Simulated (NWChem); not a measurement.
Everything below was run with NWChem. System: CH3BO, charge 1, spin multiplicity 2, at the geometry of a parent with another charge or spin, in a state set for the comparison that need not be this species' ground state. Its SCF solution wasn't tested for a lower state. Level: ROCCSD(T)/pcseg-1, 3 core orbitals frozen.

Input file:

```
start mol
memory heap 100 mb stack 700 mb global 1900 mb
charge 1
geometry units angstroms nocenter noautoz
  B      1.287292     0.381731     0.000000
  H      1.754318    -0.095075     1.021815
  H      1.754318    -0.095075    -1.021815
  H      1.250968     1.601672     0.000000
  O     -1.265888    -0.375369     0.000000
  C     -0.178160    -0.052870     0.000000
  symmetry group Cs
end
basis spherical
  * library pcseg-1
end
scf
  rohf
  nopen 1
  maxiter 100
  thresh 1e-7
  semidirect memsize 60000000 filesize 0
  # guess.movecs holds the orbitals of an unrestricted PBE0 run
  vectors input guess.movecs swap 10 11 output mol.movecs
end
tce
  freeze core 3
  ccsd(t)
  2eorb
  2emet 13
  thresh 1e-6
  maxiter 100
  tilesize 24
end
task tce energy
```

Part of the output:

```
             Northwest Computational Chemistry Package (NWChem) 7.3.0
             --------------------------------------------------------

                                NWChem Input Module
                                -------------------

 Scaling coordinates for geometry "geometry" by  1.889725989
 (inverse scale =  0.529177249)

 Turning off AUTOSYM since
 SYMMETRY directive was detected!

                             Geometry "geometry" -> ""
                             -------------------------

 Output coordinates in angstroms (scale by  1.889725989 to convert to a.u.)

  No.       Tag          Charge          X              Y              Z
 ---- ---------------- ---------- -------------- -------------- --------------
    1 B                    5.0000     1.28729200     0.38173100     0.00000000
    2 H                    1.0000     1.75431800    -0.09507500     1.02181500
    3 H                    1.0000     1.75431800    -0.09507500    -1.02181500
    4 H                    1.0000     1.25096800     1.60167200     0.00000000
    5 O                    8.0000    -1.26588800    -0.37536900     0.00000000
    6 C                    6.0000    -0.17816000    -0.05287000     0.00000000

 Effective nuclear repulsion energy (a.u.)      56.3281492229

            Nuclear Dipole moment (a.u.)
            ----------------------------
        X                 Y               Z
 ---------------- ---------------- ----------------
     0.0000000000     0.0000094486     0.0000000000

      Symmetry information
      --------------------

 Group name             Cs
 Group number              2
 Group order               2
 No. of unique centers     5

      Symmetry unique atoms

     1    2    4    5    6


 Summary of "ao basis" -> "" (spherical)
 ------------------------------------------------------------------------------
       Tag                 Description            Shells   Functions and Types
 ---------------- ------------------------------  ------  ---------------------
 *                          pcseg-1                   on all atoms

 Summary of "ao basis" -> "ao basis" (spherical)
 ------------------------------------------------------------------------------
       Tag                 Description            Shells   Functions and Types
 ---------------- ------------------------------  ------  ---------------------
 B                          pcseg-1                  6       14   3s2p1d
 H                          pcseg-1                  3        5   2s1p
 O                          pcseg-1                  6       14   3s2p1d
 C                          pcseg-1                  6       14   3s2p1d

                                 NWChem SCF Module
                                 -----------------

  ao basis        = "ao basis"
  functions       =    57
  atoms           =     6
  closed shells   =    10
  open shells     =     1
  charge          =   1.00
  wavefunction    = ROHF
  use symmetry    = T
  symmetry adapt  = T

 Summary of "ao basis" -> "ao basis" (spherical)
 ------------------------------------------------------------------------------
       Tag                 Description            Shells   Functions and Types
 ---------------- ------------------------------  ------  ---------------------
 B                          pcseg-1                  6       14   3s2p1d
 H                          pcseg-1                  3        5   2s1p
 O                          pcseg-1                  6       14   3s2p1d
[...]
     L   x y z        total         open         nuclear
     -   - - -        -----         ----         -------
     0   0 0 0      1.000000     -1.000000     22.000000

     1   1 0 0      1.196454     -2.320625      0.000000
     1   0 1 0      1.034014     -2.078433      0.000009
     1   0 0 1      0.000000     -0.000000      0.000000

     2   2 0 0     -9.581660     -6.463639    103.618049
     2   1 1 0      2.188088     -4.805386     28.514841
     2   1 0 1     -0.000000     -0.000000      0.000000
     2   0 2 0     -8.186553     -6.662199     15.912702
     2   0 1 1     -0.000000      0.000000      0.000000
     2   0 0 2    -12.015912     -0.838952      7.457139

                   NWChem Extensible Many-Electron Theory Module
                   ---------------------------------------------


            General Information
            -------------------
      Number of processors :     1
         Wavefunction type : Restricted open-shell Hartree-Fock
          No. of electrons :    21
           Alpha electrons :    11
            Beta electrons :    10
           No. of orbitals :   114
            Alpha orbitals :    57
             Beta orbitals :    57
        Alpha frozen cores :     3
         Beta frozen cores :     3
     Alpha frozen virtuals :     0
      Beta frozen virtuals :     0
         Spin multiplicity : doublet
    Number of AO functions :    57
       Number of AO shells :    27
        Use of symmetry is : on
      Symmetry adaption is : on
         Schwarz screening : 0.10D-09

          Correlation Information
          -----------------------
          Calculation type : Coupled-cluster singles & doubles w/ perturbation
   Perturbative correction : (T)
            Max iterations :      100
        Residual threshold : 0.10D-05
     T(0) DIIS level shift : 0.00D+00
     L(0) DIIS level shift : 0.00D+00
     T(1) DIIS level shift : 0.00D+00
     L(1) DIIS level shift : 0.00D+00
     T(R) DIIS level shift : 0.00D+00
     T(I) DIIS level shift : 0.00D+00
   CC-T/L Amplitude update :  5-th order DIIS
                I/O scheme : Global Array Library
        L-threshold :  0.10D-05
        EOM-threshold :  0.10D-05
 no EOMCCSD initial starts read in
 TCE RESTART OPTIONS
 SLICE:      F
 D4D5:       F
 quantumc:   F
 qrotation:  F
 pwtce:      F
 qducc:      F
 nacto:                         0
 nrotv:                         0
 nrot:                          0

            Memory Information
            ------------------
          Available GA space size is     249030302 doubles
          Available MA space size is     104854460 doubles

 Maximum block size supplied by input
 Maximum block size        24 doubles

 tile_dim =     16

 -------------------------------------------------
   1    alpha     a'     5 doubles       0       1
   2    alpha     a'     1 doubles       5       2
   3    alpha     a"     2 doubles       6       3
   4    beta      a'     5 doubles       8       4
   5    beta      a"     2 doubles      13       5
   6    alpha     a'    15 doubles      15       6
   7    alpha     a'    15 doubles      30       7
   8    alpha     a"    16 doubles      45       8
   9    beta      a'     1 doubles      61       9
  10    beta      a'    15 doubles      62      10
  11    beta      a'    15 doubles      77      11
  12    beta      a"    16 doubles      92      12

 Global array virtual files algorithm will be used

 Parallel file system coherency ......... OK

 4-electron integrals stored in orbital form

 v2    file size   =          1081075
 4-index algorithm nr.  13 is used
 imaxsize =       30
 imaxsize ichop =        0


CCSD iterations
 ---------------------------------------------------------
 Iter          Residuum       Correlation     Cpu    Wall
 ---------------------------------------------------------
    1   0.1921446466680  -0.3910618925850     0.2     0.2
    2   0.0549973736820  -0.3938353129602     0.2     0.2
    3   0.0417477153223  -0.4051286016878     0.2     0.2
    4   0.0419481406784  -0.4070526659833     0.2     0.2
    5   0.0603599651521  -0.4073727618914     0.2     0.2
    6   0.0069029312306  -0.4090563840916     0.2     0.2
    7   0.0077711890335  -0.4092152372228     0.2     0.2
    8   0.0036616809664  -0.4092733183813     0.2     0.2
    9   0.0050333250705  -0.4094121659770     0.2     0.2
   10   0.0029336290327  -0.4095688016044     0.2     0.2
   11   0.0009531205099  -0.4099078131513     0.2     0.2
   12   0.0004145696456  -0.4099833438873     0.2     0.2
   13   0.0003391375979  -0.4099728837953     0.2     0.2
   14   0.0002479473411  -0.4099849595074     0.2     0.2
   15   0.0003573129977  -0.4099841509724     0.2     0.2
   16   0.0000513251761  -0.4099860710737     0.2     0.2
   17   0.0000553170522  -0.4099822857225     0.2     0.2
   18   0.0000219682009  -0.4099826889608     0.2     0.2
   19   0.0000326882101  -0.4099825122252     0.2     0.2
   20   0.0000142559201  -0.4099833071674     0.2     0.2
   21   0.0000069632103  -0.4099836654606     0.2     0.2
   22   0.0000077312059  -0.4099838980807     0.2     0.2
   23   0.0000053663739  -0.4099842544743     0.2     0.2
   24   0.0000084190513  -0.4099842588587     0.2     0.2
   25   0.0000096701370  -0.4099845781377     0.2     0.2
   26   0.0000012758750  -0.4099848191202     0.2     0.2
   27   0.0000006640650  -0.4099847586607     0.2     0.2
 -----------------------------------------------------------------
 Iterations converged
 CCSD correlation energy / hartree =        -0.409984758660660
 CCSD total energy / hartree       =      -139.085270198449422

 Singles contributions
    11a'  (beta ) ---     9a'  (beta )        0.2145416966

 Doubles contributions
 CCSD(T)
 Using plain CCSD(T) code
             total no. of tasks          373
 total no. of tasks / no. procs          373
                         wl_min           20           1.6
                         wl_max       480000           8.8
        thresh for no. of tasks          373

 CCSD[T]  correction energy / hartree =        -0.018352886473178
 CCSD[T] correlation energy / hartree =        -0.428337645133838
 CCSD[T] total energy / hartree       =      -139.103623084922589
 CCSD(T)  correction energy / hartree =        -0.015807817466763
 CCSD(T) correlation energy / hartree =        -0.425792576127423
 CCSD(T) total energy / hartree       =      -139.101078015916187

 Task  times  cpu:        8.3s     wall:        8.3s

 Total times  cpu:        8.3s     wall:        8.3s
```
